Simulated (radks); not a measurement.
All-electron atom: Hf in [Xe] 4f14 5d2 6s2. Calculated with a radial shooting solver on a logarithmic mesh with Libxc functionals: Dirac Kohn-Sham, PBE, spin-unpolarised, spherical densities, point nucleus; open shells fill j = l - 1/2 first. Some entries of the table are withheld. Estimate them.

orbital,occ.,eigenvalue (eV),r(max) (bohr),<r> (bohr)
1s1/2,2,-65200.93,0.01190,0.01898
2s1/2,2,-11142.95,0.06824,0.07976
2p1/2,2,-10641.28,0.05091,0.06612
2p3/2,4,-9449.321,0.05754,0.07385
3s1/2,2,(1),0.1924,0.2081
3p1/2,2,(2),(3),0.1981
3p3/2,4,(4),(5),0.2125
3d3/2,4,-1685.401,(6),0.1863
3d5/2,6,-1629.697,(7),0.1908
4s1/2,2,-511.1913,0.4378,0.4681
4p1/2,2,-420.2011,0.4383,0.4746
4p3/2,4,-361.7504,0.4673,0.5075
4d3/2,4,-212.3414,0.4660,(8)
4d5/2,6,-201.6386,0.4752,(9)
5s1/2,2,-66.5862,1.016,1.136
5p1/2,2,-40.8844,1.100,1.268
5p3/2,4,-33.1304,1.187,1.378
4f5/2,6,-17.4668,0.4520,0.6710
4f7/2,8,-15.7235,0.4572,0.6839
6s1/2,2,(10),2.913,3.466
5d3/2,2,-2.8192,1.663,2.463
5d5/2,0,-2.3799,1.727,2.604

Answer. 
(1) 3s1/2 eigenvalue (eV): -2538.588
(2) 3p1/2 eigenvalue (eV): -2316.416
(3) 3p1/2 r(max) (bohr): 0.1804
(4) 3p3/2 eigenvalue (eV): -2060.972
(5) 3p3/2 r(max) (bohr): 0.1940
(6) 3d3/2 r(max) (bohr): 0.1524
(7) 3d5/2 r(max) (bohr): 0.1562
(8) 4d3/2 <r> (bohr): 0.5285
(9) 4d5/2 <r> (bohr): 0.5400
(10) 6s1/2 eigenvalue (eV): -5.0339
